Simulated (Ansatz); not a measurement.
Correlation energies of C2H5In by basis set

```xyz
8

C    -0.2760    0.9190   -0.4230
C     0.0662   -0.3276   -0.7719
In    0.0986   -0.0760    2.2073
H     0.4592    1.7131   -0.3468
H    -1.3121    1.2095   -0.2850
H     1.0957   -0.6075   -0.9610
H    -0.6724   -1.1101   -0.8993
H     0.5408   -1.7206    1.4798
```

The species carries charge 0 and has multiplicity 1. Correlated methods include outer-core shells of In, which these sets cover unevenly. In: def2 effective core potential. The bonds changed during the relaxation, so this is another structure than the one it started from. The geometry is a stationary point of PBE0-D4/def2-TZVP. Frozen core, restricted reference, the Gaussian-basis code of Ansatz.

```
     basis     HF (Eh)  MP2 corr.  CCSD corr.       (T)  CCSD(T) total
  def2-SVP  -267.74605   -0.35698    -0.40225  -0.01402     -268.16232
def2-TZVPP  -267.84033   -0.62283    -0.64604  -0.02410     -268.51047
def2-QZVPP  -267.84511   -0.83301           –         –              –
```
